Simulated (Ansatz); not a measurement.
Species: PbI2, charge 0, multiplicity 1. SMILES: [I][Pb][I]
Structure (B3LYP-D3(BJ)/def2-TZVP (Ansatz, a quantum-chemistry and plane-wave program) minimum search):
```xyz
3

Pb    -0.0030    -0.0135     1.0149
I      1.1203    -1.8760    -0.8069
I     -1.1156     1.8970    -0.7633
```

Quantity: atomisation energy (electronic, to ground-state atoms), in eV. Valence correlation only, unless marked. Open shells are spin-unrestricted. Spin-orbit coupling is left out. Frozen are the shells of the preceding noble gas and the d and f shells that filled before the atom's block. In def2 rows, elements after Kr have scalar-relativistic effective core potentials. The coupled-cluster limit lacks core correlation, which all-electron functionals hold. Basis-set limits of correlation are two-point, X^-3; Hartree-Fock from the larger set. The bracket is a focal-point correction in the basis named.

```
level                                                          program  atomisation energy (eV)  minus last row  rough core time
-------------------------------------------------------------  -------  -----------------------  --------------  ---------------
HF/def2-SVPD                                                    Ansatz                     3.57           -2.40                -
revPBE/def2-TZVPD                                               Ansatz                     5.93           -0.04       under 20 s
MP2/CBS(def2-TZVPP,def2-QZVPP)                                  Ansatz                     6.15            0.18                -
CCSD/def2-SVPD                                                  Ansatz                     5.03           -0.94                -
CCSD(T)/def2-SVP                                                Ansatz                     5.03           -0.94       under 20 s
RI-MP2/CBS(def2-TZVPPD,def2-QZVPPD)+[CCSD(T)-MP2]/def2-TZVPPD   Ansatz                     5.94           -0.03             50 s
CCSD(T)/CBS(def2-TZVPP,def2-QZVPP)                              Ansatz                     5.97            0.00                -
```

Core times are rough, on shared machines, summed over the molecules involved; a dash marks a level read off another run, or run on other hardware, by another program or under a memory cap.
